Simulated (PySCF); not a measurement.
Species: C5HF5.
Geometry (PBE0-D3(BJ)/def2-SVP, Å), atoms numbered from 1 in this order:
```xyz
11
C5HF5 angstrom
F      1.7175   -1.3404    0.7348
C      1.9594   -0.2440    0.0737
F      3.2289   -0.0484   -0.1282
C      0.9931    0.5853   -0.3522
F      1.3406    1.6864   -1.0162
C     -0.3961    0.3465   -0.1356
C     -1.6625    0.6584   -0.2251
F     -2.5552    1.5129   -0.6279
C     -1.4154   -0.6094    0.4176
F     -1.6553   -1.7764   -0.2534
H     -1.5158   -0.7945    1.4979
```

Level: PBE0/def2-SVPD in PySCF, non-relativistic, on one gas-phase PBE0-D3(BJ)/def2-SVP geometry that isn't relaxed in the solvent. The solvent is an IEF-PCM continuum (cavity from Bondi-type radii × 1.2), and excitations are vertical TDDFT with non-equilibrium linear response and a frozen core. Only the electrostatic response of the medium enters.

Gas-phase singlets (H = HOMO, L = LUMO):

```tsv
state	E (eV)	λ (nm)	f	leading configurations
S1	5.737	216	0.498	H→L 95%
S2	6.403	194	0.011	H→L+1 57%, H-1→L 27%
S3	6.458	192	0.001	H-1→L 65%, H→L+1 16%
S4	6.676	186	0.006	H→L+2 63%, H→L+1 24%
S5	6.971	178	0.017	H-2→L 68%, H-3→L 24%
```

Task: How does the list change in cyclohexane (ε = 2.017)?

Result: 
```json
{"state": "S1", "E (eV)": "5.591", "λ (nm)": "222", "f": "0.586", "leading configurations": "H→L 96%", "change by rank (eV)": "-0.146"}
{"state": "S2", "E (eV)": "6.382", "λ (nm)": "194", "f": "0.008", "leading configurations": "H→L+1 73%, H→L+2 17%", "change by rank (eV)": "-0.021"}
{"state": "S3", "E (eV)": "6.483", "λ (nm)": "191", "f": "0.003", "leading configurations": "H-1→L 85%", "change by rank (eV)": "+0.025"}
{"state": "S4", "E (eV)": "6.656", "λ (nm)": "186", "f": "0.009", "leading configurations": "H→L+2 63%, H→L+1 24%", "change by rank (eV)": "-0.020"}
{"state": "S5", "E (eV)": "6.971", "λ (nm)": "178", "f": "0.018", "leading configurations": "H-2→L 72%, H-3→L 21%", "change by rank (eV)": "0.000"}
```

Task: What are the lowest 5 singlets in acetonitrile (ε = 35.69)?

Result: 
```json
{"state": "S1", "E (eV)": "5.618", "λ (nm)": "221", "f": "0.573", "leading configurations": "H→L 96%", "change by rank (eV)": "-0.119"}
{"state": "S2", "E (eV)": "6.360", "λ (nm)": "195", "f": "0.006", "leading configurations": "H→L+1 72%, H→L+2 21%", "change by rank (eV)": "-0.043"}
{"state": "S3", "E (eV)": "6.532", "λ (nm)": "190", "f": "0.005", "leading configurations": "H-1→L 77%, H→L+2 12%", "change by rank (eV)": "+0.074"}
{"state": "S4", "E (eV)": "6.640", "λ (nm)": "187", "f": "0.009", "leading configurations": "H→L+2 55%, H→L+1 25%", "change by rank (eV)": "-0.036"}
{"state": "S5", "E (eV)": "6.990", "λ (nm)": "177", "f": "0.019", "leading configurations": "H-2→L 71%, H-3→L 18%", "change by rank (eV)": "+0.019"}
```

Task: The ground-state energy changes by -0.129 eV from gas to acetonitrile. By how much does the total energy of gas-phase S1 change?

Result: E(S1) = E(S0) + excitation energy, so it changes by -0.129 − 0.119 = -0.248 eV: it is lowered more than the ground state, which is what a red shift means. This is the vertical state, with the slow part of the continuum still set for S0.

Task: How do the frontier levels move from gas to acetonitrile?

Result: 
```tsv
orbital	gas (eV)	solvent (eV)	change (eV)
LUMO+2	0.58	0.76	+0.18
LUMO+1	0.22	0.41	+0.19
LUMO	-1.54	-1.29	+0.25
HOMO	-7.48	-7.24	+0.24
HOMO-1	-9.49	-9.34	+0.15
HOMO-2	-9.73	-9.50	+0.23
HOMO-3	-10.39	-10.26	+0.13
```

The HOMO–LUMO gap goes from 5.94 to 5.96 eV.
